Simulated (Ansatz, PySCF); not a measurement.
The pair A = GeH4O (SMILES [OH][GeH3]) (first 6 atoms), B = NH3 (SMILES N); geometry from B3LYP-D3(BJ)/def2-TZVP.
(charge 0, multiplicity 1):
```xyz
10

O     -0.36249     0.71426     0.57519
Ge     0.51478    -0.70742    -0.03531
H     -0.46111     0.69066     1.54997
H      1.93723    -0.77697     0.56828
H      0.58414    -0.52578    -1.55836
H     -0.23739    -2.01145     0.32022
N     -0.66815     0.66361     3.44829
H     -1.64524     0.83347     3.65901
H     -0.39789    -0.19491     3.91492
H     -0.12909     1.41891     3.85653
```

Rows in 6-31G* carry no dispersion term and start afresh at each structure (6-31G* with six Cartesian d functions); the Pople sets are all-electron and without relativity.

The values were computed with Ansatz (Gaussian orbitals); PySCF for 6-31G* rows. 

Total energies (hartree), monomers frozen at their geometry in the pair:

| structure | HF/6-31G* | HF/aug-cc-pVDZ | B3LYP/6-31G* |
|---|---|---|---|
| AB | -2208.4573113 | -2208.7597601 | -2210.9548956 |
| A in the pair's basis | -2152.2617601 | -2152.5465326 | -2154.3910533 |
| B in the pair's basis | -56.1857313 | -56.2058967 | -56.5502443 |
| A | -2152.2610880 | -2152.5462846 | -2154.3903288 |
| B | -56.1839684 | -56.2053147 | -56.5477215 |

Q: Work out the interaction energy without and with the counterpoise correction, and the superposition error, for each level.

A: 
E(AB) − E(A) − E(B), times 627.509 kcal/mol, with the monomers in their own basis and then in the pair's basis:
- HF/6-31G*: -7.69 uncorrected, -6.16 corrected; the monomers gain 1.53 kcal/mol from borrowed functions
- HF/aug-cc-pVDZ: -5.12 uncorrected, -4.60 corrected; the monomers gain 0.52 kcal/mol from borrowed functions
- B3LYP/6-31G*: -10.57 uncorrected, -8.53 corrected; the monomers gain 2.04 kcal/mol from borrowed functions

Ansatz is a program for electronic structure.
